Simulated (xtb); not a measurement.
C2ClO2Pt (SMILES [O+]#[C-]->[Pt]([Cl])<-[C-]#[O+]), doublet, geometry from GFN2-xTB (such geometries of metal compounds can be far from the true shape) (the multiplicity is a formal guess); GFN2-xTB run with xtb.

xtb was given this input:
```
$ xtb mol.xyz --gfn 2 --uhf 1 --opt --json

# file mol.xyz
6

Pt     0.00371783    -0.11568907     0.14753649
Cl    -1.93109576    -0.88150464    -0.35251612
O     -0.03880260     1.92335380    -1.90394946
C     -0.07715069     1.69516656    -0.78325718
O      2.83352493    -0.13392077     1.20667018
C      1.77396054    -0.07952286     0.79378428
```

Task: Predict the main parts of the log of this xtb run.

Result: 
```
   ID    Z sym.   atoms
    1   78 Pt     1
    2   17 Cl     2
    3    8 O      3, 5
    4    6 C      4, 6

           -------------------------------------------------
          |                Calculation Setup                |
           -------------------------------------------------

           -------------------------------------------------
          |                 G F N 2 - x T B                 |
           -------------------------------------------------

          ...................................................
          :                      SETUP                      :
          :.................................................:
          :  # basis functions                  36          :
          :  # atomic orbitals                  34          :
          :  # shells                           14          :
          :  # electrons                        37          :
          :  max. iterations                   250          :
          :  Hamiltonian                  GFN2-xTB          :
          :  restarted?                      false          :
          :  GBSA solvation                  false          :
          :  PC potential                    false          :
          :  electronic temp.          300.0000000     K    :
          :  accuracy                    1.0000000          :
          :  -> integral cutoff          0.2500000E+02      :
          :  -> integral neglect         0.1000000E-07      :
          :  -> SCF convergence          0.1000000E-05 Eh   :
          :  -> wf. convergence          0.1000000E-03 e    :
          :  Broyden damping             0.4000000          :
          :  net charge                          0          :
          :  unpaired electrons                  1          :
          ...................................................

 iter      E             dE          RMSdq      gap      omega  full diag
   1    -21.3989842 -0.213990E+02  0.119E+01    3.78       0.0  T
   2    -21.5502912 -0.151307E+00  0.584E+00    1.40       1.0  T
   3    -21.5913813 -0.410901E-01  0.442E+00    2.26       1.0  T
   4    -21.5913284  0.529588E-04  0.203E+00    1.69       1.0  T
   5    -21.6077427 -0.164143E-01  0.435E-01    1.87       1.0  T
   6    -21.6080243 -0.281584E-03  0.216E-01    1.97       1.0  T
   7    -21.6080617 -0.374536E-04  0.166E-01    1.91       1.0  T
   8    -21.6081459 -0.841829E-04  0.850E-02    1.93       1.0  T
[...]
         :: total energy             -21.458166176238 Eh    ::
 * total energy  :   -21.4581662 Eh     change       -0.8757084E-10 Eh
   *** GEOMETRY OPTIMIZATION CONVERGED AFTER 1 ITERATIONS ***
         :: total energy             -21.458166176335 Eh    ::
[...]
                  HL-Gap            0.0709414 Eh            1.9304 eV
             Fermi-level           -0.3703185 Eh          -10.0769 eV

     #   Z          covCN         q      C6AA      α(0)
     1  78 Pt       2.711    -0.039   347.794    35.139
     2  17 Cl       0.852    -0.170   104.417    15.632
     3   8 O        0.860    -0.083    16.267     5.408
     4   6 C        1.773     0.174    27.050     8.408
     5   8 O        0.856    -0.088    16.344     5.420
     6   6 C        1.793     0.206    26.337     8.294

 Mol. C6AA /au·bohr⁶  :       2213.793379
 Mol. C8AA /au·bohr⁸  :     120143.887775
 Mol. α(0) /au        :         78.302267

Wiberg/Mayer (AO) data.
largest (>0.10) Wiberg bond orders for each atom

 ---------------------------------------------------------------------------
     #   Z sym  total        # sym  WBO       # sym  WBO       # sym  WBO
 ---------------------------------------------------------------------------
     1  78 Pt   3.971 --     6 C    1.278     2 Cl   1.183     4 C    1.043
                             5 O    0.252     3 O    0.217
     2  17 Cl   1.437 --     1 Pt   1.183
     3   8 O    2.576 --     4 C    2.291     1 Pt   0.217
     4   6 C    3.448 --     3 O    2.291     1 Pt   1.043
     5   8 O    2.574 --     6 C    2.254     1 Pt   0.252
     6   6 C    3.671 --     5 O    2.254     1 Pt   1.278
 ---------------------------------------------------------------------------

Topologies differ in total number of bonds
Writing topology from bond orders to xtbtopo.mol

molecular dipole:
                 x           y           z       tot (Debye)
 q only:        0.817       0.538       0.251
   full:        0.341       0.031       0.129       0.931
molecular quadrupole (traceless):
                xx          xy          yy          xz          yz          zz
 q only:       -2.200      -1.612       1.838      -0.661       0.119       0.362
  q+dip:       -1.076      -1.160       1.152      -0.199      -0.525      -0.076
   full:       -1.295      -0.958       1.933      -0.741      -0.286      -0.637

optimized geometry written to: xtbopt.xyz

           -------------------------------------------------
          | TOTAL ENERGY              -21.458166176335 Eh   |
          | GRADIENT NORM               0.000100771720 Eh/α |
          | HOMO-LUMO GAP               1.930415092248 eV   |
           -------------------------------------------------

normal termination of xtb
```
